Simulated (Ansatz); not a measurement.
**Two structures, one formula**

Two relaxed structures of CH2OTe, singlet (PBE0-D4/def2-TZVP; forces vanish, vibrations not checked).

A:

O1  (-1.234, 0.378, 0.318)
C2  (-0.364, -0.596, 0.160)
Te3  (1.586, -0.411, -0.086)
H4  (-0.865, -1.562, 0.180)
H5  (-0.758, 1.224, 0.295)
(Å)

B:

```
5
angstrom
O -2.5370 -0.7394 -0.1977
C -2.1599 0.3105 -0.0617
Te 1.7344 0.0566 -0.6716
H 1.7042 -0.8777 0.6949
H 1.2843 1.3827 0.2109
```

Ansatz 0.2.0; basis: def2-TZVPP; cores frozen in the correlated methods. Filled d shells of the heavier atoms are correlated. Core potentials replace the inner electrons of the atoms past krypton. The def2 sets are not built for correlating such inner shells, so the correlated values are less sure here. B3LYP uses VWN-RPA correlation.

Task: Which structure is lower at CCSD(T), and by how much? (An estimate is asked for; the value comes from the calculation.)

Result: By the calculation: B, by 18.5 kJ/mol (electronic energy, against the other). By their contacts, A is CH₂OTe ([OH][CH][Te]) and B is a complex of H₂Te + CO.

Task: Do the other methods give the same order? (Judge from chemistry; the calculation decides.)

Result: Computed: Not all: PBE-D4, r2SCAN-D4, PBE0-D4, B3LYP-D4 give the other order.

| method | E(B) − E(A) (kJ/mol) |
| --- | --- |
| PBE-D4 | 36.5 |
| r2SCAN-D4 | 24.5 |
| PBE0-D4 | 23.5 |
| B3LYP-D4 | 2.7 |
| wB97M-V | -18.4 |
| HF | -81.5 |
| MP2 | -0.6 |
| CCSD | -31.9 |
| CCSD(T) | -18.5 |

T1 diagnostic: at most 0.022. The restricted Hartree–Fock reference is unstable towards an unrestricted one at one or more of these structures.

Labels in which every atom is bracketed show which atoms are joined, not bond orders.

For scale, one of the runs: CCSD(T)/def2-TZVPP, 140 basis functions, launched by `ansatz run in.yaml --threads 2 --pin off --events-out ev --progress --plain --max-ram 4352MiB`. Time: 7.5 s of wall clock on 2 CPU threads of an AMD EPYC 9R45; the host was shared. Peak host memory: 0.96 GiB.
